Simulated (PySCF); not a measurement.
**WO₂Cl + H₂O → WO₂(OH) + HCl**

Level: PBE0 in the def2-TZVP basis family, computed in PySCF with density fitting; scalar-relativistic core potentials for atoms from Rb on, none lighter, no spin–orbit coupling; open shells unrestricted.

```csv
species,state and structure,ZPE (kJ/mol),H(298 K) − H(0) (kJ/mol),S° (J/(mol K))
WO₂Cl,"doublet, Cs, W–Cl 2.269 Å, W–O 1.699 Å (×2); Cl–W–O 119.7° (×2), O–W–O 110.5°",18.4,15.4,329.6
H₂O,"singlet, C2v, O–H 0.960 Å (×2); H–O–H 105.1°",56.5,9.9,188.7
WO₂(OH),"doublet, C1, O–H 0.959 Å, W–O 1.705 Å (×2), W–O 1.881 Å; H–O–W 132.7°, O–W–O 111.8°, O–W–O 117.3°, O–W–O 120.8°",49.5,16.1,324.1
HCl,"singlet, C∞v, H–Cl 1.279 Å",17.9,8.7,186.6
```

**Question.** Is the gas-phase reaction uphill or downhill in electronic energy at this level, and by how much?

**Answer.** At PBE0/def2-TZVP, ΔE = 24.0 kJ/mol, uphill. 

**Question.** Add zero-point, thermal and entropy terms for 298.15 K and 1 bar.

**Answer.** ΔZPE = -7.5 and Δ[H(298) − H(0)] = -0.5 kJ/mol give ΔH° = 16.0 kJ/mol. ΔS° = -7.6 J/(mol K), so ΔG° = 16.0 − 298.15 × (-0.0076) = 18 kJ/mol and log₁₀K = -3.2.

Spin–orbit coupling can matter for WO₂Cl, WO₂(OH) and is left out. Open d or f shells are single determinants, so the state found may not be the ground state. Each species is the lowest minimum found with this bonding; other isomers or fragments can lie lower.
